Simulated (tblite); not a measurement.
**Question.** What does the GFN2-xTB structure of `CCCN1C[C@H](C)C=N1` look like in three dimensions?

**Answer.** 
```xyz
23
C7H14N2 angstrom
C     -2.6181    0.9402    0.6445
C     -2.3732    0.1921   -0.6591
C     -1.4748   -1.0393   -0.4593
N     -0.1357   -0.7554   -0.0314
C      0.8253   -0.0455   -0.8781
C      1.8989    0.4220    0.1218
C      3.2245   -0.3236   -0.0270
C      1.2111    0.0716    1.4254
N      0.1110   -0.5487    1.2699
H     -3.2372    1.8177    0.4708
H     -3.1216    0.2955    1.3609
H     -1.6784    1.2616    1.0867
H     -1.9169    0.8620   -1.3914
H     -3.3246   -0.1478   -1.0732
H     -1.9138   -1.6834    0.3062
H     -1.4122   -1.5998   -1.3984
H      0.3485    0.7979   -1.3910
H      1.2236   -0.7311   -1.6316
H      2.0860    1.4982    0.0492
H      3.0661   -1.3959    0.0651
H      3.9204   -0.0097    0.7478
H      3.6712   -0.1166   -0.9975
H      1.6150    0.2650    2.3994
```

Orientation and origin are arbitrary. Atoms count from 1 in this order. N9 (C=N nitrogen) is bent (angle 110.7°). N4 (nitrogen bonded to 2 C and N) has angles 122.4°, 119.5° and 111.5°, sum 353.4°, 0.21 Å off the plane of its three neighbours. Of the pairs four or more bonds apart, N9···H12 is among the closest relative to their van der Waals radii: 2.55 Å, 93 % of the sum of Bondi's values. The 5-membered ring N4–C5–C6–C8–N9 has internal angles of 99.9° to 113.6° (sum 539°, against 540° for a flat polygon); it is slightly puckered (a soft mode that the optimisation may not have finished), 0.05 Å rms from its mean plane, widest ring torsion 11°.

Bonds between heavy atoms (Å): C1–C2 1.523, C2–C3 1.537, C3–N4 1.434, N4–C5 1.464, C5–C6 1.540, C6–C7 1.528, C6–C8 1.515, C8=N9 1.272, N4–N9 1.341.

Structure optimised with GFN2-xTB, isolated species.

Point group: C1 (no symmetry element, even within 0.4 Å). Its GFN2-xTB frequencies are all real (lowest 29 cm⁻¹). The numbers are those of one conformer (C1–C2–C3–N4 -64°, C2–C3–N4–C5 -66°). 3 starts were optimised and ended at 0.00, 0.31 and 1.03 kcal/mol (GFN2-xTB); the lowest of these is shown.

Hardware: Intel Xeon Platinum 8488C, one thread, shared host with 192 logical CPUs at a one-minute load of 91. Cost: 0.73 s of wall time. These figures are those of the optimisation.

These are computed values.
